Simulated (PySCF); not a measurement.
## Working out the ionisation energy of O²⁺

O²⁺ [He] 2s2 2p2 (3P) → O³⁺ [He] 2s2 2p1 (2P). Computed with PySCF 2.14 in cc-pVTZ, with no relativity, point nucleus. Frozen: 1s2. Energies in hartree (1 hartree = 27.21139 eV):

| part | O²⁺ (lower) | O³⁺ (upper) |
| --- | --- | --- |
| UHF | -73.100027 | -71.094433 |
| CCSD correlation | -0.096443 | -0.090446 |
| (T) | -0.001309 | -0.000947 |

Question: What does Hartree-Fock give?

Answer: (-71.094433) − (-73.100027) = 2.005594 hartree = 54.575 eV.

Question: What do CCSD and CCSD(T) give?

Answer: The CCSD correlation energies differ by 0.005997 hartree = 0.163 eV and the triples by 0.000362 hartree = 0.010 eV, so CCSD gives 54.738 eV and CCSD(T) 54.748 eV.

Reference: 54.936 eV (semi-empirical (NIST evaluation); NIST Atomic Spectra Database, ionization energies), between the lowest levels; spin-orbit coupling is absent from the calculation.

What remains against the reference includes basis incompleteness, the frozen core and higher excitations.
